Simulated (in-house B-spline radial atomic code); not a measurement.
A fraction x of an electron is removed from 3d in Cr VI (Cr5+), starting from [Ar] 3d1 and keeping the highest spin. Method: scalar-relativistic (X2C) B97-1, spin-polarised, spherical fractional occupations, Fermi nucleus of rms radius 3.6452 fm. Calculated with a B-spline radial code for spherical atoms.

Caution: exact exchange at fractional occupations of open shells leaves self-interaction of up to several eV.

```csv
x,E(x) - E(0) (eV),3d up level (eV)
0,0.0000,-78.234
0.04,3.1458,-79.056
0.22,17.7105,-82.783
0.3,24.4001,-84.457
0.44,36.4303,-87.409
0.5,41.7130,-88.683
0.62,52.5087,-91.249
0.7,59.8774,-92.971
0.87,75.9957,-96.663
0.88,76.9634,-96.881
1,88.7469,-
```

The exact functional would give a straight line between the two integer points. Deviations E(x) - E(0) - x[E(1) - E(0)], in eV: -0.404 at x = 0.04, -1.814 at x = 0.22, -2.224 at x = 0.3, -2.618 at x = 0.44, -2.66 at x = 0.5, -2.514 at x = 0.62, -2.245 at x = 0.7, -1.214 at x = 0.87, -1.134 at x = 0.88.

The curve lies below the straight line by up to 2.66 eV (at x = 0.5): convex, the delocalisation error, to which spherically averaged exact exchange adds.

**Question.** How well does Slater's transition state (minus the level at half occupation) give the ionisation energy?

**Answer.** It gives 88.683 eV against 88.747 eV from the two total energies; NIST lists 90.63 eV, ground level to ground level. The end point has an open shell averaged over its orbitals, so its exact exchange keeps a self-interaction and this is no true integer point.
